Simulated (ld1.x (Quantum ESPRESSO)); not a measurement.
# Scattering properties, TM potential for tantalum

ld1.x (Quantum ESPRESSO) 7.5 input, shortened:

```
&input
   title='Ta', zed=73., rel=1, dft='PBE', iswitch=3,
   config='[Xe] 4f14 5d3 6s1.5 6p0'
 /
 &inputp
   pseudotype=2, tm=.true., lloc=0,
   nlcc=.true., new_core_ps=.true., rcore=1.60
 /
3
6P  2  1   0.00   0.00  3.10  3.10  0.0
5D  3  2   3.00   0.00  1.95  1.95  0.0
6S  1  0   1.50   0.00  2.60  2.60  0.0
 &test
   configts(1)='5d3 6s1.5 6p0'
 /
```

The phase is arctan(r·u′/u) with u = r·R(r), unwrapped; energies in Ry, scanned from -3 to 5 Ry. A pole is an energy at which the radial function vanishes at the test radius. The pseudo phase is shifted by a multiple of π to meet the all-electron one at the reference energy, and phase errors are pseudo minus all-electron; the curves can meet again beyond the range given. Levels narrower than the energy grid can be missing from the lists of poles.

Problem. For each channel, where are the poles, and over which energies does the pseudopotential scatter like the atom?

Solution.

```json
{"channel": "s", "radius (bohr)": "3.33", "reference energy (Ry)": "-0.62", "poles, all-electron": "0.38", "poles, pseudo": "0.35, 4.18", "unbroken range about the reference energy with phases within 0.05 rad": "below 1.5", "phase error 1 Ry above the reference energy (rad)": "-0.007"}
{"channel": "p", "radius (bohr)": "3.33", "reference energy (Ry)": "-0.29", "poles, all-electron": "1.46", "poles, pseudo": "1.27", "unbroken range about the reference energy with phases within 0.05 rad": "below 1.8", "phase error 1 Ry above the reference energy (rad)": "-0.021"}
{"channel": "d", "radius (bohr)": "3.33", "reference energy (Ry)": "-0.51", "poles, all-electron": "-0.26, 3.43", "poles, pseudo": "-0.26, 4.14", "unbroken range about the reference energy with phases within 0.05 rad": "below 0.7", "phase error 1 Ry above the reference energy (rad)": "+0.029"}
```

Phases in the d channel:

```csv
E (Ry),all-electron,pseudo
-3.00,1.387,1.387
-2.52,1.367,1.367
-2.04,1.338,1.339
-1.56,1.288,1.290
-1.08,1.168,1.171
-0.60,-0.306,-0.302
-0.12,-1.664,-1.658
0.36,-1.854,-1.834
0.84,-2.138,-2.052
1.32,-3.239,-2.726
1.80,-4.280,-4.018
2.28,-4.529,-4.421
2.76,-4.631,-4.561
3.24,-4.693,-4.634
3.72,-4.740,-4.681
4.20,-4.784,-4.717
4.68,-4.836,-4.748
```
